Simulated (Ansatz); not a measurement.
Molecule: TeCl$_{4}$, net charge 0, singlet state. SMILES: Cl[Te](Cl)(Cl)Cl
Geometry from a B3LYP-D3(BJ)/def2-TZVP (Ansatz, an electronic-structure program) optimisation:
```
Te
Cl 1 2.3249
Cl 1 2.3249 2 100.18
Cl 1 2.4633 2 90.06 3 -90.08
Cl 1 2.4633 2 90.06 4 -179.85
```

Property: vertical triplet-singlet gap (E(triplet) - E(singlet); each state is the SCF solution reached for its spin; the UHF <S^2> is 2.11 for the triplet (pure: 2.00)), in kJ/mol. Correlated levels leave the core frozen unless marked. UHF or UKS for open shells. No spin-orbit coupling. Frozen are the shells of the preceding noble gas and the d and f shells that filled before the atom's block. Past Kr the def2 sets carry scalar-relativistic core potentials. CBS marks a two-point X^-3 extrapolation of the correlation energy; Hartree-Fock from the larger set. The bracket is a focal-point correction in the basis named.

```tsv
level	program	vertical triplet-singlet gap (kJ/mol)
SVWN5/def2-TZVPD	Ansatz	___
PBE/def2-TZVPD	Ansatz	305.1
r2SCAN/def2-TZVPD	Ansatz	304.1
B3LYP/def2-TZVPD	Ansatz	313.0
PBE0/def2-TZVPD	Ansatz	309.2
BHLYP/def2-TZVPD	Ansatz	___
wB97M-V/def2-TZVPD	Ansatz	___
wB97X-V/def2-TZVPD	Ansatz	323.3
B2PLYP/def2-TZVPD	Ansatz	___
SCS-MP2/def2-SVPD	Ansatz	342.0
CCSD/def2-SVPD	Ansatz	316.8
CCSD/def2-TZVPPD	Ansatz	319.4
RI-MP2/CBS(def2-TZVPPD,def2-QZVPPD)+[CCSD(T)-MP2]/def2-TZVPPD	Ansatz	327.2
```

Question: Fill in the missing entries.

Answer: 
- SVWN5/def2-TZVPD, vertical triplet-singlet gap (kJ/mol): 312.6
- BHLYP/def2-TZVPD, vertical triplet-singlet gap (kJ/mol): 313.3
- wB97M-V/def2-TZVPD, vertical triplet-singlet gap (kJ/mol): 323.1
- B2PLYP/def2-TZVPD, vertical triplet-singlet gap (kJ/mol): 321.8
